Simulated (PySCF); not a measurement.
Computed structure and properties of [Ta(OH)4]+

System: [Ta(OH)4]+ (singlet; a saddle point, relaxed within its symmetry); start: displaced along the imaginary mode (C4). Method: PySCF 2.14.0, RKS PBE, Ta def2-SVP with ECP60, O def2-SVP, H def2-SVP; non-relativistic Hamiltonian with scalar-relativistic core potentials where named; density fitting; no spin-orbit coupling.

Input of the relaxation:

```python
mol = gto.M(atom='''
Ta    -0.00000    -0.00000    -0.10434
O      1.85091    -0.02312     0.25129
H      2.71610     0.25000     0.69501
O      0.02312     1.85091     0.25129
H     -0.25000     2.71610     0.69501
O     -1.85091     0.02312     0.25129
H     -2.71610    -0.25000     0.69501
O     -0.02312    -1.85091     0.25129
H      0.25000    -2.71610     0.69501''',
    basis={'Ta': 'def2-SVP', 'O': 'def2-SVP', 'H': 'def2-SVP'},
    ecp={'Ta': 'def2-SVP'},
    charge=1, spin=0)
mf = dft.RKS(mol, xc='PBE')
mf.grids.atom_grid = (50, 194)
mf = mf.density_fit()  # fitting sets: Ta def2-universal-JKFIT, O def2-universal-JKFIT, H def2-universal-JKFIT
mf.conv_tol = 1e-08; mf.max_cycle = 55
mf.kernel(dm0)  # dm0: converged density of the start geometry
# quasi-Newton relaxation in Cartesian coordinates to a largest gradient under 0.00045 Eh/bohr, steps kept in the point group
```

Run from Python with OMP_NUM_THREADS=2; the lines above give its settings. Where DIIS fails, smearing, a level shift and second-order steps follow.
It took 48 s on 2 threads of Arm Neoverse V2 (shared host), from the converged density of the start.

Course of the relaxation:

| step | energy above end (eV) | largest force component within the symmetry (eV/Å) |
| --- | --- | --- |
| 0 | 0.1859 | 1.508 |
| 1 | 0.0619 | 0.283 |
| 2 | 0.0561 | 0.067 |
| 3 | 0.0510 | 0.195 |
| 4 | 0.0388 | 0.604 |
| 5 | 0.0288 | 0.427 |
| 6 | 0.0099 | 0.218 |
| 7 | 0.0050 | 0.226 |
| 8 | 0.0039 | 0.142 |
| 9 | 0.0007 | 0.040 |
| 10 | 0.0002 | 0.021 |
| 11 | 0.0000 | 0.004 |

Relaxed geometry (C4):

```xyz
9

Ta    0.0000    0.0000   -0.2344
O     1.8253   -0.1789    0.2514
H     2.5059    0.3365    0.7274
O     0.1789    1.8253    0.2514
H    -0.3365    2.5059    0.7274
O    -1.8253    0.1789    0.2514
H    -2.5059   -0.3365    0.7274
O    -0.1789   -1.8253    0.2514
H     0.3365   -2.5059    0.7274
```

```csv
contact,Å
Ta1–O2 (OH),1.897
Ta1–O4 (OH),1.897
Ta1–O6 (OH),1.897
Ta1–O8 (OH),1.897
```

On the finer grid (75, 302):

```yaml
HOMO: -12.23 eV
LUMO: -9.99 eV
Dipole_about_the_centre_of_mass: 0.60 D
Set_of_Mulliken_populations_of_Ta1_outside_the_core_potential: s 2.31, p 6.34, d 2.92, f 0.22
D3_BJ_dispersion_energy_not_in_the_energies: -0.155 eV
```

```tsv
atom	Mulliken (e)	Löwdin (e)	spin (e)
Ta1	1.21	0.49	0.00
O2	-0.32	-0.02	0.00
H3	0.26	0.15	0.00
O4	-0.32	-0.02	0.00
H5	0.26	0.15	0.00
O6	-0.32	-0.02	0.00
H7	0.26	0.15	0.00
O8	-0.32	-0.02	0.00
H9	0.26	0.15	0.00
```

On the grid (50, 194), as all that follows. Harmonic modes: 3 unstable, so a saddle point once the symmetry is let go (counted below −25 cm⁻¹); lowest -227 cm⁻¹ (negative: unstable), highest 3737 cm⁻¹, zero-point energy 1.370 eV.

Taking off one OH (charge -1, singlet; the rest: singlet) in vacuum, both parts rigid, costs 18.68 eV; the small basis without counterpoise inflates it. Most of it is the attraction of opposite charges; other ways to part are cheaper, and one spin state was tried for the rest.

Rigid scan of OH along the line from its metal:

```
distance to O2 (Å)  energy (eV)
              1.60        2.211
              1.70        0.822
              1.80        0.173
              1.90        0.000
              2.00        0.125
              2.10        0.428
              2.30        1.271
              2.60        2.563
              3.00        3.825
              3.50        4.774
```

One start shape was tried, so this needn't be the lowest isomer.
